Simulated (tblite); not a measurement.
C4H7FO3Si.
Structure used (GFN2-xTB), in Å, numbered top down from 1:
```xyz
16
C4H7FO3Si angstrom
C     -1.8312   -0.4458   -1.1471
C     -1.1122    0.5235   -0.2217
F     -2.0417    1.0769    0.6581
Si     0.2717   -0.2770    0.8602
C      0.9306    1.1354    2.0021
O      2.0270    1.6215    1.9231
C      1.6983   -0.8703   -0.2799
O      2.4225   -1.8073   -0.0756
O      1.8204   -0.0810   -1.3522
H     -2.2618   -1.2665   -0.5793
H     -2.6314    0.0645   -1.6799
H     -1.1257   -0.8465   -1.8689
H     -0.7313    1.3754   -0.8001
H     -0.2413   -1.3686    1.6875
H      0.2161    1.5153    2.7621
H      2.5824   -0.3407   -1.8999
```

Level: GFN2-xTB in tblite, geometry and Hessian alike; calculated harmonic values, unscaled, isolated species. The method is semi-empirical: single wavenumbers can be off by several per cent or more. Modes of hydrogen on silicon can be 10 to 20 % off. One conformer, not necessarily the lowest.

Harmonic wavenumbers (cm⁻¹): 25.8, 35.2, 41.1, 69.5, 74.0, 113.3, 198.5, 234.8, 262.1, 269.1, 351.1, 415.9, 440.6, 493.1, 574.4, 609.3, 649.4, 666.3, 698.0, 723.8, 784.4, 901.4, 999.1, 1062.8, 1108.4, 1112.7, 1205.2, 1231.9, 1276.4, 1346.6, 1399.0, 1473.8, 1491.8, 1744.5, 1767.3, 2281.5, 2712.8, 2895.0, 3031.7, 3048.0, 3055.7, 3376.8.

A = 1541, B = 1078, C = 747.6 MHz; mass 150.015 u (most abundant isotopes); point group C1, symmetry number 1.

What is the zero-point energy?

½Σν̃ = 23126 cm⁻¹ = 66.12 kcal/mol.

Give the ideal-gas entropy at 298.15 K and 1 bar in the rigid-rotor, harmonic-oscillator model (classical rotation).

Translation 40.95, rotation 29.94, vibration 42.14: S = 113.0 cal/(mol K).

And Cp and H(298.15 K) − H(0)?

Cp = 41.48 cal/(mol K), of which vibrations give 33.53 (their classical limit is 42 R = 83.5); H(298.15 K) − H(0) = 8.13 kcal/mol without the zero-point energy, 5.76 from vibrations.

Which modes carry the vibrational entropy at 298.15 K?

25.8 cm⁻¹: 6.13; 35.2 cm⁻¹: 5.51; 41.1 cm⁻¹: 5.21; 69.5 cm⁻¹: 4.17; 74.0 cm⁻¹: 4.04; 113.3 cm⁻¹: 3.21 cal/(mol K); the other 36 give 13.87 together.

How do the functions run with temperature in this model?

```
T (K)  S (cal/(mol K))  Cp (cal/(mol K))  H − H(0) (kcal/mol)  G − H(0) (kcal/mol)  ln q(vib)
  100             79.2              23.1                 1.67                -6.25       4.15
  200             98.3              32.9                 4.48               -15.18       8.11
  300            113.3              41.6                 8.21               -25.78      11.54
  500            138.0              55.2                17.99               -50.99      17.58
  800            166.9              67.8                36.62               -96.92      25.34
 1000            182.6              73.1                50.74              -131.91      29.87
```

q(vib) and H(0) count from the zero-point level.

What must be added to the electronic energy to get the Gibbs energy at 298.15 K and 1 bar?

ZPE + [H(298.15 K) − H(0)] − T·S = 66.12 + 8.13 − 33.70 = 40.55 kcal/mol.

Hindered rotation and anharmonicity are outside this model. Other conformers, if any are populated, would add a mixing term that is left out. The structure is chiral; the term R ln 2 for an equal mix with its mirror image is left out.
